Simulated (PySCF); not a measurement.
Two species compared at the same levels of theory.

First species: C5H15AlO.
SMILES with atom numbers: `[CH3:1][CH2:2][CH2:3][CH2:4][O+:5]([CH3:6])[AlH3-:7]` (hydrogens: H8, H9, H10 on C1; H11, H12 on C2; H13, H14 on C3; H15, H16 on C4; H17, H18, H19 on C6; H20, H21, H22 on Al7)

Cartesian coordinates in Å at the PBE0-D3(BJ)/def2-SVP level; atoms count from 1:
```xyz
22
C5H15AlO angstrom
C     -3.2517    0.5132   -0.3193
C     -2.0612    0.2600    0.5912
C     -0.7675    0.0183   -0.1762
C      0.4016   -0.2265    0.7526
O      1.6430   -0.3772    0.0555
C      1.8835   -1.6401   -0.5424
Al     2.8180    1.2181   -0.1434
H     -3.4379   -0.3458   -0.9832
H     -3.0831    1.3942   -0.9584
H     -4.1698    0.6917    0.2599
H     -1.9242    1.1205    1.2691
H     -2.2706   -0.6068    1.2432
H     -0.8992   -0.8415   -0.8552
H     -0.5305    0.8910   -0.8072
H      0.5526    0.6275    1.4305
H      0.2521   -1.1251    1.3761
H      1.1344   -1.8563   -1.3191
H      1.8614   -2.4271    0.2282
H      2.8796   -1.5923   -0.9981
H      3.9950    0.5275   -0.9866
H      3.0787    1.5554    1.4046
H      1.8280    2.2191   -0.9185
```

Second species: VSeBr3 (singlet state).
SMILES: `[Se]=[V]([Br])([Br])[Br]`

Levels: CAM-B3LYP/def2-SVPD for dipole moment, HOMO energy, LUMO energy, HOMO–LUMO gap, static isotropic polarisability and electronic spatial extent ⟨r²⟩ about the centre of nuclear charge; TDDFT CAM-B3LYP/def2-SVPD for lowest singlet excitation; TDA CAM-B3LYP/def2-SVPD for lowest triplet excitation (Tamm–Dancoff). Geometries: PBE0-D3(BJ)/def2-SVP. Each structure is a single optimised conformer of the isolated species, non-relativistic unless stated. Electronic properties by PySCF.

The conformers computed, where there is a choice (atom-mapped SMILES and torsion angles):
- `[CH3:1][CH2:2][CH2:3][CH2:4][O+:5]([CH3:6])[AlH3-:7]`: C1–C2–C3–C4 180°, C2–C3–C4–O5 -177°, C3–C4–O5–C6 -79°

(1) Which of the two has the higher ⟨r²⟩, and by how much?

(2) Which of the two has the higher HOMO–LUMO gap, and by how much?

(3) Which has the higher T1 energy?

(4) Which of the two has the higher S1 energy, and by how much?

(5) Which of the two has the higher static isotropic polarisability, and by how much?

(6) Which has the higher LUMO energy?

(7) Which has the higher HOMO energy?

(8) Which of the two has the higher dipole moment, and by how much?

Answers

(1) The second: 2668 bohr² against 1599 bohr², a difference of 1069 bohr².

(2) The first: 9.49 eV against 5.91 eV, a difference of 3.58 eV.

(3) The first: 6.11 eV against 1.43 eV, a difference of 4.68 eV.

(4) The first: 6.56 eV against 1.86 eV, a difference of 4.70 eV.

(5) The second: 133.9 au against 99.6 au, a difference of 34.3 au.

(6) The first: 0.88 eV against -3.25 eV, a difference of 4.13 eV.

(7) The first: -8.61 eV against -9.16 eV, a difference of 0.55 eV.

(8) The first: 5.52 D against 0.82 D, a difference of 4.70 D.

On the first: S1 lies 2.93 eV below the HOMO–LUMO gap; its leading configuration is HOMO→LUMO+1, weight 0.69. No computed singlet falls in the visible range (750 to 380 nm, 1.65 to 3.26 eV); S1 lies 3.30 eV above its blue end.

On the second: S1 lies 4.05 eV below the HOMO–LUMO gap. In atomic units the dipole is 0.32 e·bohr (1 au = 2.5417 D). The calculation is non-relativistic and has no spin–orbit coupling, an omission that weighs most on bromine and selenium.
